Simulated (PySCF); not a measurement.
**GaOF, singlet: structure and spectrum**

Computed with PBE0/[Ga def2-TZVP, O def2-TZVP, F def2-TZVP], no relativity, density fitting, PySCF.

The structure is a minimum.

```xyz
3
charge 0 multiplicity 1, angstrom
Ga    0.0000    0.0000   -0.0602
O     0.0000    0.0000   -1.7023
F     0.0000    0.0000    1.6511
```

```json
{
  "Point group": "C∞v",
  "Bond lengths": "Ga–F 1.711 Å, Ga–O 1.642 Å",
  "Bond angles": "F–Ga–O 180.0°",
  "Lowest empty level": "-2.70 eV",
  "Heat capacity Cp at 298.15 K": "49.8 J/(mol K)",
  "Principal quadrupole moments (Buckingham, traceless) about the centre of mass": "-13.09, 6.55, 6.55 D Å",
  "Highest occupied level": "-8.36 eV",
  "Rotational symmetry number": "1",
  "Atomisation energy without zero-point energy": "852 kJ/mol",
  "Entropy at 298.15 K and 1 bar": "255.1 J/(mol K)",
  "Rotational constants": "0.1713 cm⁻¹",
  "Dipole moment": "2.53 D",
  "Enthalpy at 298.15 K above 0 K": "12.17 kJ/mol",
  "Zero-point energy": "12.2 kJ/mol",
  "Principal polarisabilities": "22.9, 22.9, 37.2 bohr³"
}
```

Harmonic modes (masses in u: Ga 68.926, O 15.995, F 18.998):
| symmetry | ω (cm⁻¹) | IR (km/mol, summed over degenerate members) |
| --- | --- | --- |
| π | 183 | 83.5 |
| σ+ | 703 | 34.0 |
| σ+ | 972 | 68.9 |

In C∞v the vibrations span π + 2σ+.

Charges (e):
| atom | Mulliken | Löwdin | polar tensor | Mayer order to Ga1 |
| --- | --- | --- | --- | --- |
| Ga1 | 0.74 | 0.34 | 1.16 | – |
| O2 | -0.45 | -0.27 | -0.62 | 2.14 |
| F3 | -0.29 | -0.07 | -0.55 | 1.09 |

Mulliken populations on Ga1: s 6.90, p 13.03, d 10.22, f 0.11.

Counting electrons, gallium keeps none of its valence electrons outside its bonds, so the VSEPR class is AX2 and the expected shape is linear; with unlike ligands the computed point group is C∞v.

Other isomers or separated fragments may lie lower.

The final relaxation and frequency run took 15 s on 2 threads of a shared AMD EPYC 9R45 96-Core (Zen 5) host, with 110 basis functions and 10 gradients; the process peaked at 0.96 GiB.
